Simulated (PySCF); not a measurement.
# Computed records: CH₈GeSi₂, GeH₃NSi, CH₇GeSi, GeH₆NSi and others

Calculation on a computer-drawn molecule: the log of a Hartree-Fock and frozen-core CCSD(T) single point meant for a local Hartree-Fock minimum, with one planted fault or none, to be diagnosed. Offsets are logged minus clean, where the clean run is the same molecule without the fault. The reference is restricted for singlets and unrestricted otherwise, and also for a bond in bohr or an excited solution. Adding or removing an electron swaps singlet and doublet. The excited solution moves the top pair (singlet) or top alpha electron (doublet) to the lowest empty orbital. Highest occupied and lowest empty are orbital energies over both spins, largest force is the largest gradient component, triples share is (T) over the correlation energy, the T1 limit is 0.02 restricted and 0.045 unrestricted, electrons count all cores, a negative frequency is imaginary (commonest isotopes), and the dipole is about the centre of nuclear charge; on germanium a core potential holds 10 electrons, which the energies leave out, and 3d is frozen in MP2 and coupled-cluster steps. Program: PySCF 2.14.0.

Common to all runs: meant charge 0; meant basis cc-pV(D+d)Z; meant basis and core potential on germanium cc-pVDZ-PP ECP10MDF; logged SCF converged yes; possible faults no fault, one electron removed, one electron added, multiplicity raised by two, geometry at a saddle point, SCF held on an excited solution, minimal basis STO-3G, one bond length entered in bohr, all coordinates scaled.

```json
{"entry": 1, "formula": "CH8GeSi2", "logged_structure": {"atoms_angstrom": [["Si", -0.0419, 0.7835, 2.4014], ["C", 1.0282, 0.7757, 1.0878], ["Ge", 0.5665, 1.1332, -0.7649], ["Si", 0.9945, -0.7903, -2.1518], ["H", -1.4737, 1.0925, 2.2654], ["H", 0.3631, 0.4806, 3.7847], ["H", 2.0708, 0.5352, 1.2832], ["H", -0.9237, 1.5046, -0.844], ["H", 1.3761, 2.3287, -1.2969], ["H", 0.1291, -1.9212, -1.7366], ["H", 2.412, -1.2089, -2.0193], ["H", 0.7256, -0.4877, -3.5794]]}, "given": {"meant_multiplicity": 1, "logged_electrons": 74, "logged_basis_functions": 123, "logged_spin_squared": 0.0, "logged_highest_occupied [eV]": -3.4596, "logged_lowest_empty [eV]": -2.8642, "logged_largest_force [hartree/bohr]": 0.18964, "logged_CC_converged": "no", "logged_dipole_magnitude [debye]": 5.8313, "logged_SCF_stable_within_its_kind": "no", "logged_energy_HF [hartree]": -913.35023, "drawn_bonds_atom": [1, 2, 3, 1, 1, 2, 3, 3, 4, 4, 4], "drawn_bonds_other_atom": [2, 3, 4, 5, 6, 7, 8, 9, 10, 11, 12], "drawn_bonds_order": [2, 1, 1, 1, 1, 1, 1, 1, 1, 1, 1]}, "results": {"planted_fault": "SCF held on an excited solution", "HF_energy_offset_from_clean_run [kcal/mol]": 227.4}, "notes": ["CCSD not converged"]}
{"entry": 2, "formula": "GeH3NSi", "logged_structure": {"atoms_angstrom": [["Si", 1.1799, 0.8852, -1.7945], ["N", 0.4931, 1.5005, -0.535], ["Ge", -0.1042, 2.1996, 1.0145], ["H", 1.8017, 1.6782, -2.8686], ["H", 1.2803, -0.5602, -2.0593], ["H", -1.6249, 2.389, 0.5601]]}, "given": {"meant_multiplicity": 1, "logged_electrons": 55, "logged_basis_functions": 75, "logged_spin_squared": 0.7833, "logged_highest_occupied [eV]": -15.886, "logged_lowest_empty [eV]": -6.3361, "logged_largest_force [hartree/bohr]": 0.077759, "logged_T1_diagnostic": 0.029499, "logged_D1_diagnostic": 0.082374, "logged_triples_share": 0.04053, "logged_CC_converged": "yes", "logged_dipole_magnitude [debye]": 0.5849, "logged_SCF_stable_within_its_kind": "yes", "logged_energy_HF [hartree]": -638.19798, "logged_energy_CCSD(T) [hartree]": -638.56044, "drawn_bonds_atom": [1, 2, 1, 1, 3], "drawn_bonds_other_atom": [2, 3, 4, 5, 6], "drawn_bonds_order": [2, 1, 1, 1, 1]}, "results": {"planted_fault": "one electron removed", "HF_energy_offset_from_clean_run [kcal/mol]": 165.9, "CCSD(T)_energy_offset_from_clean_run [kcal/mol]": 183.6}}
{"entry": 3, "formula": "CH7GeSi", "logged_structure": {"atoms_angstrom": [["Si", -1.5599, -1.5559, 0.385], ["C", 0.2373, -1.8847, -0.0788], ["Ge", 1.5855, -0.7649, 0.8324], ["H", -1.7954, -1.7998, 1.8308], ["H", -1.9547, -0.1633, 0.053], ["H", 0.478, -2.9309, 0.1347], ["H", 0.3625, -1.7417, -1.1566], ["H", 2.9914, -1.1475, 0.351], ["H", 1.3407, 0.7159, 0.5202], ["H", 1.507, -0.9729, 2.3492]]}, "given": {"meant_multiplicity": 2, "logged_electrons": 59, "logged_basis_functions": 95, "logged_spin_squared": 0.7737, "logged_highest_occupied [eV]": -2.5033, "logged_lowest_empty [eV]": -1.2101, "logged_largest_force [hartree/bohr]": 0.041585, "logged_dipole_magnitude [debye]": 1.5537, "logged_SCF_stable_within_its_kind": "no", "logged_energy_HF [hartree]": -624.00191, "drawn_bonds_atom": [1, 2, 1, 1, 2, 2, 3, 3, 3], "drawn_bonds_other_atom": [2, 3, 4, 5, 6, 7, 8, 9, 10], "drawn_bonds_order": [1, 1, 1, 1, 1, 1, 1, 1, 1]}, "results": {"planted_fault": "SCF held on an excited solution", "HF_energy_offset_from_clean_run [kcal/mol]": 131.2}, "notes": ["coupled-cluster numbers left out as unreliable"]}
{"entry": 4, "formula": "GeH6NSi", "logged_structure": {"atoms_angstrom": [["Si", 1.5904, 1.6877, 2.4472], ["N", 0.6683, 0.5584, 1.5214], ["Ge", 0.1887, 0.5907, -0.262], ["H", 2.4442, 2.4667, 1.5154], ["H", 2.441, 0.9779, 3.4418], ["H", 0.2017, -0.1555, 2.055], ["H", -1.303, 0.9098, -0.4174], ["H", 0.47, -0.7811, -0.8826], ["H", 1.0305, 1.6713, -0.936]]}, "given": {"meant_multiplicity": 2, "logged_electrons": 59, "logged_basis_functions": 90, "logged_spin_squared": 0.7551, "logged_highest_occupied [eV]": -8.0976, "logged_lowest_empty [eV]": 2.1689, "logged_largest_force [hartree/bohr]": 1.1451e-06, "logged_lowest_frequency [cm^-1]": 29.31, "logged_T1_diagnostic": 0.015142, "logged_D1_diagnostic": 0.066023, "logged_triples_share": 0.025485, "logged_CC_converged": "yes", "logged_dipole_magnitude [debye]": 1.1711, "logged_SCF_stable_within_its_kind": "yes", "logged_energy_HF [hartree]": -640.23699, "logged_energy_CCSD(T) [hartree]": -640.65302, "drawn_bonds_atom": [1, 2, 1, 1, 2, 3, 3, 3], "drawn_bonds_other_atom": [2, 3, 4, 5, 6, 7, 8, 9], "drawn_bonds_order": [1, 1, 1, 1, 1, 1, 1, 1]}, "results": {"planted_fault": "no fault", "HF_energy_offset_from_clean_run [kcal/mol]": 0.0, "CCSD(T)_energy_offset_from_clean_run [kcal/mol]": 0.0}}
{"entry": 5, "formula": "GeH6NSi", "logged_structure": {"atoms_angstrom": [["Si", 1.5904, 1.6877, 2.4472], ["N", 0.6683, 0.5584, 1.5214], ["Ge", -0.238, 0.6193, -1.8487], ["H", 2.4442, 2.4667, 1.5154], ["H", 2.441, 0.9779, 3.4418], ["H", 0.2017, -0.1555, 2.055], ["H", -1.7296, 0.9384, -2.0041], ["H", 0.0433, -0.7525, -2.4694], ["H", 0.6039, 1.6999, -2.5228]]}, "given": {"meant_multiplicity": 2, "logged_electrons": 59, "logged_basis_functions": 90, "logged_spin_squared": 1.5469, "logged_highest_occupied [eV]": -8.2119, "logged_lowest_empty [eV]": 1.3413, "logged_largest_force [hartree/bohr]": 0.017994, "logged_T1_diagnostic": 0.068708, "logged_D1_diagnostic": 0.35687, "logged_triples_share": 0.03401, "logged_CC_converged": "yes", "logged_dipole_magnitude [debye]": 2.5767, "logged_SCF_stable_within_its_kind": "yes", "logged_energy_HF [hartree]": -640.14882, "logged_energy_CCSD(T) [hartree]": -640.5572, "drawn_bonds_atom": [1, 2, 1, 1, 2, 3, 3, 3], "drawn_bonds_other_atom": [2, 3, 4, 5, 6, 7, 8, 9], "drawn_bonds_order": [1, 1, 1, 1, 1, 1, 1, 1]}, "results": {"planted_fault": "one bond length entered in bohr, row 2 of the drawn bonds", "HF_energy_offset_from_clean_run [kcal/mol]": 55.33, "CCSD(T)_energy_offset_from_clean_run [kcal/mol]": 60.13}, "notes": ["T1 above single-reference limit"]}
{"entry": 6, "formula": "C2H8GeSi", "logged_structure": {"atoms_angstrom": [["Si", -0.7268, 1.8538, -1.0443], ["C", -0.0573, 0.8136, 0.3936], ["C", 1.3864, 1.1146, 0.7031], ["Ge", 2.0493, 1.9159, 2.1337], ["H", -0.7774, 3.2847, -0.6626], ["H", 0.1468, 1.7041, -2.2333], ["H", -2.0964, 1.4059, -1.4052], ["H", -0.6996, 0.9875, 1.2621], ["H", -0.1774, -0.2434, 0.1269], ["H", 2.1052, 0.8217, -0.0566], ["H", 3.5344, 2.1867, 2.2764], ["H", 1.1836, 2.3896, 3.2883]]}, "given": {"meant_multiplicity": 1, "logged_electrons": 67, "logged_basis_functions": 114, "logged_spin_squared": 0.7749, "logged_highest_occupied [eV]": 0.71037, "logged_lowest_empty [eV]": 7.9857, "logged_largest_force [hartree/bohr]": 0.045165, "logged_T1_diagnostic": 0.015842, "logged_D1_diagnostic": 0.063775, "logged_triples_share": 0.030669, "logged_CC_converged": "yes", "logged_dipole_magnitude [debye]": 3.1417, "logged_SCF_stable_within_its_kind": "yes", "logged_energy_HF [hartree]": -662.58337, "logged_energy_CCSD(T) [hartree]": -663.15634, "drawn_bonds_atom": [1, 2, 3, 1, 1, 1, 2, 2, 3, 4, 4], "drawn_bonds_other_atom": [2, 3, 4, 5, 6, 7, 8, 9, 10, 11, 12], "drawn_bonds_order": [1, 1, 2, 1, 1, 1, 1, 1, 1, 1, 1]}, "results": {"planted_fault": "one electron added", "HF_energy_offset_from_clean_run [kcal/mol]": 32.51, "CCSD(T)_energy_offset_from_clean_run [kcal/mol]": 29.59}, "notes": ["highest electron not bound in this basis"]}
```
